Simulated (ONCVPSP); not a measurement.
## PBE ONCV dataset for S, scalar-relativistic all-electron reference.

ONCVPSP 4.0.1 was run on this input:

```
# ATOM AND REFERENCE CONFIGURATION
# atsym  z   nc   nv     iexc    psfile
  S 16.00    1    4        4      upf
#
#   n    l    f
    1    0    2.00
    2    0    2.00
    2    1    6.00
    3    0    2.00
    3    1    4.00
#
# PSEUDOPOTENTIAL AND OPTIMIZATION
# lmax
    2
#
#   l,   rc,      ep,       ncon, nbas, qcut
    0    0.70    0.00    4    7   19.00
    1    0.85    0.00    4    7   15.40
    2    0.70    0.02    5    8   14.90
#
# LOCAL POTENTIAL
# lloc, lpopt,  rc(5),   dvloc0
    2    5    0.70    0.00
#
# VANDERBILT-KLEINMAN-BYLANDER PROJECTORs
# l, nproj, debl
    0    2    1.00
    1    3    1.90
    2    0    0.70
#
# MODEL CORE CHARGE
# icmod, fcfact, rcfact
    2    0.65    0.60
#
# LOG DERIVATIVE ANALYSIS
# epsh1, epsh2, depsh
   -9.00    5.00    0.04
#
# OUTPUT GRID
# rlmax, drl
    6.00    0.01
#
# TEST CONFIGURATIONS
# ncnf
    4
# nvcnf
#   n    l    f
    4
    2    0    2.00
    2    1    6.00
    3    0    2.00
    3    1    3.00
#
    4
    2    0    2.00
    2    1    6.00
    3    0    2.00
    3    1    2.00
#
    4
    2    0    2.00
    2    1    6.00
    3    0    2.00
    3    1    1.00
#
    4
    2    0    2.00
    2    1    6.00
    3    0    2.00
    3    1    0.00
#
```

Command:

```bash
oncvpsp.x < S.dat > S.out
```

Output (shortened: citation, most of the input echo, consistency checks and plot data are left out):

```
ONCVPSP  (Optimized Norm-Conservinng Vanderbilt PSeudopotential)
scalar-relativistic version 4.0.1

#   n    l    f        energy (Ha)
    1    0    2.00    -8.8416530E+01
    2    0    2.00    -7.7801439E+00
    2    1    6.00    -5.7514782E+00
    3    0    2.00    -6.3416348E-01
    3    1    4.00    -2.5756665E-01

Reference configufation results
  iterations    24
  all-electron total energy (Ha)   -3.99045897D+02

Begin loop to  construct optimized pseudo wave functions
and semi-local pseudopoentials for all angular momenta

Calculating optimized projector #   1

 for l=   0

    Fraction of norm inside rc  0.865909
    Optimizing pswf for qcut=  19.03 a_B^-1,  ecut= 181.05 Ha
    Residual kinetic energy error=  3.67D-07 Ha

    Energy error per electron        Cutoff
         Ha          eV             Ha
         0.01000     0.27211       84.02
         0.00100     0.02721      116.03
         0.00010     0.00272      139.10
         0.00001     0.00027      157.63

Calculating optimized projector #   2

 for l=   0

    Fraction of norm inside rc  0.043554
    Optimizing pswf for qcut=  19.03 a_B^-1,  ecut= 181.05 Ha
    Residual kinetic energy error=  6.12D-07 Ha

    Energy error per electron        Cutoff
         Ha          eV             Ha
         0.01000     0.27211       35.14
         0.00100     0.02721       98.80
         0.00010     0.00272      131.71
         0.00001     0.00027      156.72

   Wellstate for l =  1  n =  4
     eigenvalue =   1.6424
     asymptotic potential =   2.1424
     half-point radius =  2.6162

Calculating optimized projector #   1

 for l=   1

    Fraction of norm inside rc  0.946971
    Optimizing pswf for qcut=  15.42 a_B^-1,  ecut= 118.86 Ha
    Residual kinetic energy error=  9.83D-05 Ha

    Energy error per electron        Cutoff
         Ha          eV             Ha
         0.01000     0.27211       91.03
         0.00100     0.02721      106.02
         0.00010     0.00272      119.24
         0.00001     0.00027      222.93

Calculating optimized projector #   2

 for l=   1

    Fraction of norm inside rc  0.042291
    Optimizing pswf for qcut=  15.42 a_B^-1,  ecut= 118.86 Ha
    Residual kinetic energy error=  8.03D-05 Ha

    Energy error per electron        Cutoff
         Ha          eV             Ha
         0.01000     0.27211       78.81
         0.00100     0.02721       99.82
         0.00010     0.00272      117.25
         0.00001     0.00027      238.92

Calculating optimized projector #   3

 for l=   1

    Fraction of norm inside rc  0.044538
    Optimizing pswf for qcut=  15.42 a_B^-1,  ecut= 118.86 Ha
    Residual kinetic energy error=  1.24D-04 Ha

    Energy error per electron        Cutoff
         Ha          eV             Ha
         0.01000     0.27211       81.87
         0.00100     0.02721      103.42
         0.00010     0.00272      120.28
         0.00001     0.00027      180.98

   Wellstate for l =  2  n =  3
     eigenvalue =   0.0200
     asymptotic potential =   0.5200
     half-point radius = 88.4769

Calculating optimized projector #   1

 for l=   2

    Fraction of norm inside rc  0.000003
    Optimizing pswf for qcut=  14.91 a_B^-1,  ecut= 111.20 Ha
    Residual kinetic energy error=  5.25D-04 Ha

    Energy error per electron        Cutoff
         Ha          eV             Ha
         0.01000     0.27211        0.00
         0.00100     0.02721        0.44

Construct Vanderbilt / Kleinmman-Bylander projectors

B matrix Hermiticity error, ll=   0
   1   2    1.2424E-03

  Orthonormal projector coefficients  3.6242E+01  6.8566E+00

B matrix Hermiticity error, ll=   1
   1   2    6.6018E-04
   1   3   -8.3533E-04
   2   3    6.9200E-05

  Orthonormal projector coefficients -1.3881E+02 -1.1227E+01 -4.7594E+00

Model core correction analysis
  based on d2Exc/dn_idn_j

d2excae - all-electron derivatives

   -9.888410D-02   -8.851001D-02   -6.122305D-03   -3.350442D-03
   -8.851161D-02   -9.805300D-02   -6.327675D-03   -4.638748D-03
   -6.122183D-03   -6.327672D-03   -3.565429D-02   -2.889825D-02
   -3.350509D-03   -4.638902D-03   -2.889905D-02   -2.683391D-02

d2excps - pseudofunction derivatives with no core correction

   -9.753395D-02   -9.197990D-02   -6.680666D-03   -4.127720D-03
   -9.198124D-02   -9.562809D-02   -6.264485D-03   -4.406289D-03
   -6.680739D-03   -6.264463D-03   -3.571035D-02   -2.893547D-02
   -4.127949D-03   -4.406471D-03   -2.893627D-02   -2.682111D-02

rms 2nd derivative error    1.452067E-03

amplitude prefactor, scale prefactor
    8.3184    1.2603

d2excps - pseudofunction derivatives with core correction

   -8.994682D-02   -9.170555D-02   -5.856886D-03   -4.073861D-03
   -9.170500D-02   -9.642098D-02   -6.210900D-03   -4.439836D-03
   -5.856673D-03   -6.210881D-03   -3.562153D-02   -2.892846D-02
   -4.073930D-03   -4.440018D-03   -2.892926D-02   -2.682211D-02

rms 2nd derivative error    2.552507E-03

Pseudoatom total energy -148.667062

Diagnostic tests using Vanderbilt-Kleinman-Bylander pseudopotentials
  1 or more projectors used as specified by nproj input data

   l    rcore       rmatch      e in        delta e   norm test  slope test

   0   0.7022112   0.7235318  -7.7801439  -0.0000136   1.0002526   1.0002734
   0   0.7022112   0.7235318  -0.6341635   0.0000510   1.0001520   1.0001292

   1   0.8503606   0.8761794  -5.7514782  -0.0000175   1.0002414   1.0002502
   1   0.8503606   0.8761794  -0.2575667   0.0000209   1.0000663   1.0001005
   1   0.8503606   0.8761794   1.6424333  -0.0002010   1.0004492   1.0004492

   2   0.7022112   0.7235318   0.0200000   0.0001111   1.0000039   1.0000039

 Testing for bound ghosts
   n   l    E NL Schr. Eq   E Basis Diag.   E Cutoff

   1   0       -7.780158       -7.779902    383.05
   2   0       -0.634112        0.041065    383.05

   2   1       -5.751496       -5.751453    420.22
   3   1       -0.257546        0.132969    420.22

 Testing for highly-localized positive-energy ghosts
       l    <radius>/rc     E Basis Diag.   E Cutoff

       1        0.851193       20.815686    420.22  WARNING - GHOST(+)

       1        0.221204      142.853959    420.22  WARNING - GHOST(+)

Test configuration 0

   n   l     f        eae           eps        diff
   1   0  2.0000  -88.41652986
   2   0  2.0000   -7.78014389   -7.78015751   -1.36D-05
   2   1  6.0000   -5.75147815   -5.75149561   -1.75D-05
   3   0  2.0000   -0.63416348   -0.63411245    5.10D-05
   3   1  4.0000   -0.25756665   -0.25754573    2.09D-05

    Total energies and differences
      AE_ref= -3.99045897D+02  AE_tst= -3.99045897D+02  dif=  0.00D+00
      PS_ref= -1.48667062D+02  PS_tst= -1.48667062D+02  dif=  9.66D-13
      PSP excitation error= -9.66D-13

Test configuration 1

   n   l     f        eae           eps        diff
   1   0  2.0000  -88.85691563
   2   0  2.0000   -8.21160838   -8.21133770    2.71D-04
   2   1  6.0000   -6.18387562   -6.18267375    1.20D-03
   3   0  2.0000   -1.01539259   -1.01533997    5.26D-05
   3   1  3.0000   -0.61723853   -0.61717106    6.75D-05

    Total energies and differences
      AE_ref= -3.99045897D+02  AE_tst= -3.98613400D+02  dif=  4.32D-01
      PS_ref= -1.48667062D+02  PS_tst= -1.48234573D+02  dif=  4.32D-01
      PSP excitation error=  8.23D-06

Test configuration 2

   n   l     f        eae           eps        diff
   1   0  2.0000  -89.38912480
   2   0  2.0000   -8.72563029   -8.72497378    6.57D-04
   2   1  6.0000   -6.69971000   -6.69629204    3.42D-03
   3   0  2.0000   -1.44776377   -1.44768758    7.62D-05
   3   1  2.0000   -1.02822291   -1.02802165    2.01D-04

    Total energies and differences
      AE_ref= -3.99045897D+02  AE_tst= -3.97794495D+02  dif=  1.25D+00
      PS_ref= -1.48667062D+02  PS_tst= -1.47415740D+02  dif=  1.25D+00
      PSP excitation error=  7.97D-05

Test configuration 3

   n   l     f        eae           eps        diff
   1   0  2.0000  -90.00433218
   2   0  2.0000   -9.31180095   -9.31062991    1.17D-03
   2   1  6.0000   -7.28871568   -7.28191959    6.80D-03
   3   0  2.0000   -1.91986780   -1.91971463    1.53D-04
   3   1  1.0000   -1.48007002   -1.47958316    4.87D-04

    Total energies and differences
      AE_ref= -3.99045897D+02  AE_tst= -3.96543479D+02  dif=  2.50D+00
      PS_ref= -1.48667062D+02  PS_tst= -1.46164977D+02  dif=  2.50D+00
      PSP excitation error=  3.33D-04

Test configuration 4

   n   l     f        eae           eps        diff
   1   0  2.0000  -90.69763880
   2   0  2.0000   -9.96383890   -9.96198897    1.85D-03
   2   1  6.0000   -7.94475087   -7.93326363    1.15D-02
   3   0  2.0000   -2.42275416   -2.42243878    3.15D-04

    Total energies and differences
      AE_ref= -3.99045897D+02  AE_tst= -3.94823714D+02  dif=  4.22D+00
      PS_ref= -1.48667062D+02  PS_tst= -1.44445834D+02  dif=  4.22D+00
      PSP excitation error=  9.55D-04
```

The run took about 4.9 s on one core of a shared server CPU.
